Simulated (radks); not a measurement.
Valence configurations of neutral platinum (all share [Xe]). Method: Dirac Kohn-Sham, PBE, spin-unpolarised, spherical densities, finite nucleus; open shells fill j = l - 1/2 first; Fermi nuclear charge, rms radius 5.427 fm; computed with a radial shooting solver on a logarithmic mesh with Libxc functionals. Energies are relative to 4f14 5d9 6s1; eigenvalues in eV.

valence               E (eV)  e(4f5/2)  e(4f7/2)  e(5d3/2)  e(5d5/2)  e(6p1/2)
4f14 5d9 6s1           0.000   -71.714   -68.260    -6.928    -5.603         -
4f14 5d8 6s1 6p1       5.428   -76.006   -72.551   -10.309    -8.880    -2.400
4f14 5d8 6s2           0.429   -74.443   -70.988    -8.820    -7.413         -
4f13 5d9 6s1 6p1      74.030   -87.155   -83.586   -11.568    -9.989    -2.383
4f14 5d8.5 6s1.5       0.091   -73.037   -69.583    -7.849    -6.483         -
4f13 5d9.5 6s0.5 6p1  72.988   -85.668   -82.099   -10.544    -9.008    -2.191
4f12 5d9 6s2 6p1      156.84   -102.04   -98.356   -15.153   -13.337    -2.797
4f14 5d7 6s1 6p2      12.966   -80.351   -76.896   -13.549   -12.016    -3.415
4f12 5d10 6s2         147.58   -97.011   -93.326   -11.209    -9.500         -
4f13 5d9 6s2          68.943   -85.535   -81.966   -10.009    -8.451         -

NIST lists [Xe] 4f14 5d9 6s1 as the ground configuration; this level of theory agrees among the configurations tried. The energies are those of spherical spin-averaged densities, not of single terms.
